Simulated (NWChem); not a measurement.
System: MgF2; SMILES [F][Mg][F]

Parts of the log:

```
             Northwest Computational Chemistry Package (NWChem) 7.3.0
             --------------------------------------------------------

                             Geometry "geometry" -> ""
                             -------------------------

 Output coordinates in angstroms (scale by  1.889725989 to convert to a.u.)

  No.       Tag          Charge          X              Y              Z
 ---- ---------------- ---------- -------------- -------------- --------------
    1 Mg                  12.0000     0.00000000     0.00000000    -0.04770600
    2 F                    9.0000     1.73531400     0.00000000    -0.04766600
    3 F                    9.0000    -1.73531400     0.00000000    -0.04766600

 Effective nuclear repulsion energy (a.u.)      78.2186764690

                              NWChem Property Module
                              ----------------------

  itol2e modified to match energy
  convergence criterion.

                                 NWChem DFT Module
                                 -----------------

 Summary of "ao basis" -> "ao basis" (spherical)
 ------------------------------------------------------------------------------
       Tag                 Description            Shells   Functions and Types
 ---------------- ------------------------------  ------  ---------------------
 Mg                        def2-tzvp                12       32   5s4p3d
 F                         def2-tzvp                11       31   5s3p2d1f

  itol2e modified to match energy
  convergence criterion.

            General Information
            -------------------
          SCF calculation type: DFT
          Wavefunction type:  closed shell.
          No. of atoms     :     3
          No. of electrons :    30
           Alpha electrons :    15
            Beta electrons :    15
          Charge           :     0
          Spin multiplicity:     1
          Use of symmetry is: off; symmetry adaption is: off
          Maximum number of iterations: 150
          AO basis - number of functions:    94
                     number of shells:    34
          Convergence on energy requested:  1.00D-07
          Convergence on density requested:  1.00D-05
          Convergence on gradient requested:  5.00D-04

              XC Information
              --------------
                         B3LYP Method XC Potential
                     Hartree-Fock (Exact) Exchange  0.200
                        Slater Exchange Functional  0.800 local
                    Becke 1988 Exchange Functional  0.720 non-local
              Lee-Yang-Parr Correlation Functional  0.810
                  VWN I RPA Correlation Functional  0.190 local

             Grid Information
             ----------------
          Grid used for XC integration:  fine
          Radial quadrature: Mura-Knowles
          Angular quadrature: Lebedev.
          Tag              B.-S. Rad. Rad. Pts. Rad. Cut. Ang. Pts.
          ---              ---------- --------- --------- ---------
          Mg                  1.50      123           8.0       770
          F                   0.50       70           9.0       590
          Grid pruning is: on
          Number of quadrature shells:   263
          Spatial weights used:  Erf1

      Superposition of Atomic Density Guess
      -------------------------------------

 Sum of atomic energies:        -398.44278792

      Non-variational initial energy
      ------------------------------

 Total energy =    -398.274201
 1-e energy   =    -713.296893
 2-e energy   =     236.804016
 HOMO         =      -0.662018
 LUMO         =      -0.131596

   convergence    iter        energy       DeltaE   RMS-Dens  Diis-err
 ---------------- ----- ----------------- --------- --------- ---------
 d= 0,ls=0.0,diis     1   -399.8734014017 -4.78D+02  1.46D-02  1.34D+00
 d= 0,ls=0.0,diis     2   -399.5091834878  3.64D-01  8.96D-03  6.24D+00
 d= 0,ls=0.0,diis     3   -400.0103445907 -5.01D-01  3.20D-04  2.43D-03
 d= 0,ls=0.0,diis     4   -400.0104782668 -1.34D-04  6.85D-05  3.65D-04
 d= 0,ls=0.0,diis     5   -400.0105002232 -2.20D-05  1.07D-05  5.56D-06
 d= 0,ls=0.0,diis     6   -400.0105006194 -3.96D-07  2.20D-06  2.41D-07
 d= 0,ls=0.0,diis     7   -400.0105006372 -1.78D-08  3.24D-07  1.27D-09

         Total DFT energy =     -400.010500637160
      One electron energy =     -716.079399254489
           Coulomb energy =      275.464846119887
    Exchange-Corr. energy =      -37.614623971517
 Nuclear repulsion energy =       78.218676468960

 Numeric. integr. density =       30.000000075323

                       DFT Final Molecular Orbital Analysis
                       ------------------------------------

 Vector   13  Occ=2.000000D+00  E=-3.717045D-01
              MO Center= -9.4D-05, -1.2D-07, -4.8D-02, r^2= 3.5D+00
   Bfn.  Coefficient  Atom+Function         Bfn.  Coefficient  Atom+Function
  ----- ------------  ---------------      ----- ------------  ---------------
    40      0.318910  2 F  pz                71      0.318928  3 F  pz
    43      0.253834  2 F  pz                74      0.253849  3 F  pz
    46      0.201008  2 F  pz                77      0.201019  3 F  pz
    39     -0.119641  2 F  py                70     -0.119647  3 F  py
    42     -0.095227  2 F  py                73     -0.095233  3 F  py

 Vector   14  Occ=2.000000D+00  E=-3.695779D-01
              MO Center=  9.4D-05, -1.2D-07, -4.8D-02, r^2= 3.5D+00
   Bfn.  Coefficient  Atom+Function         Bfn.  Coefficient  Atom+Function
  ----- ------------  ---------------      ----- ------------  ---------------
    39      0.342812  2 F  py                70     -0.342793  3 F  py
    42      0.276111  2 F  py                73     -0.276096  3 F  py
    45      0.197896  2 F  py                76     -0.197884  3 F  py
    23      0.060366  1 Mg d -2              28      0.053290  1 Mg d -2
    40      0.035448  2 F  pz                71     -0.035447  3 F  pz

 Vector   15  Occ=2.000000D+00  E=-3.695779D-01
              MO Center=  9.4D-05,  1.2D-07, -4.8D-02, r^2= 3.5D+00
   Bfn.  Coefficient  Atom+Function         Bfn.  Coefficient  Atom+Function
  ----- ------------  ---------------      ----- ------------  ---------------
    40      0.342812  2 F  pz                71     -0.342793  3 F  pz
    43      0.276111  2 F  pz                74     -0.276096  3 F  pz
    46      0.197896  2 F  pz                77     -0.197884  3 F  pz
    26     -0.060366  1 Mg d  1              31     -0.053290  1 Mg d  1
    39     -0.035448  2 F  py                70      0.035447  3 F  py

 Vector   16  Occ=0.000000D+00  E=-7.869644D-02
              MO Center= -5.8D-08,  5.6D-09, -4.8D-02, r^2= 4.7D+00
   Bfn.  Coefficient  Atom+Function         Bfn.  Coefficient  Atom+Function
  ----- ------------  ---------------      ----- ------------  ---------------
     5      0.745875  1 Mg s                  4      0.394079  1 Mg s
     3     -0.209488  1 Mg s                 37     -0.106520  2 F  s
    68     -0.106520  3 F  s                 38      0.101395  2 F  px
    69     -0.101395  3 F  px                27     -0.100741  1 Mg d  2
    32     -0.079890  1 Mg d  2              36     -0.078846  2 F  s

[...]

          -----------------------------------------
          Chemical Shielding Tensors (GIAO, in ppm)
          -----------------------------------------

                                NWChem CPHF Module
                                ------------------

  scftype          =     RHF
  nclosed          =       15
  nopen            =        0
  variables        =     1185
  # of vectors     =        3
  tolerance        = 0.10D-03
  level shift      = 0.00D+00
  max iterations   =       50
  max subspace     =       30

 SCF residual:    1.3682110223589491E-005

Iterative solution of linear equations
  No. of variables     1185
  No. of equations        3
  Maximum subspace       30
        Iterations       50
       Convergence  1.0D-04

   iter   nsub   residual    time
   ----  ------  --------  ---------
     1      3    1.74D-01      16.5
     2      6    4.19D-03      18.6
     3      9    1.84D-04      20.4
     4     12    1.73D-05      22.2

      Atom:    1  Mg
        Diamagnetic
    711.2918      0.0000      0.0000
      0.0000    709.4583     -0.0000
      0.0000     -0.0000    709.4583

        Paramagnetic
     -0.0000     -0.0000     -0.0000
     -0.0000   -259.9794      0.0000
     -0.0000      0.0000   -259.9794

        Total Shielding Tensor
    711.2918     -0.0000     -0.0000
     -0.0000    449.4789      0.0000
     -0.0000      0.0000    449.4789

           isotropic =     536.7499
          anisotropy =     261.8129

          Principal Components and Axis System
                 1           2           3
              711.2918    449.4789    449.4789

      1         1.0000      0.0000      0.0000
      2        -0.0000      0.9929     -0.1192
      3        -0.0000      0.1192      0.9929

      Atom:    2  F
        Diamagnetic
    484.1986      0.0000      0.0006
      0.0000    460.8733      0.0000
      0.0006      0.0000    460.8733

        Paramagnetic
     -0.0000     -0.0000      0.0015
     -0.0000    -69.0620      0.0000
      0.0015      0.0000    -69.0620

        Total Shielding Tensor
    484.1986     -0.0000      0.0021
     -0.0000    391.8113      0.0000
      0.0021      0.0000    391.8113

           isotropic =     422.6071
          anisotropy =      92.3873

          Principal Components and Axis System
                 1           2           3
              484.1986    391.8113    391.8113

      1         1.0000     -0.0000      0.0000
      2        -0.0000      0.3070      0.9517
      3         0.0000      0.9517     -0.3070
```

Level: B3LYP/def2-TZVP, GIAO. All runs use the structure optimised with B3LYP/6-31G* (spherical d). The printed shielding anisotropy is the first printed principal value minus the mean of the other two.

Q: Reconstruct the input file.

A: Several could match; the one computed here: the input that was run:
```
start job
memory heap 200 mb stack 900 mb global 1100 mb
geometry units angstroms noautosym nocenter noautoz
  Mg     0.000000     0.000000    -0.047706
  F      1.735314     0.000000    -0.047666
  F     -1.735314     0.000000    -0.047666
end
basis spherical
  * library def2-tzvp
end
dft
  xc b3lyp
  iterations 150
end
property
  shielding 2 1 2
end
task dft property
```
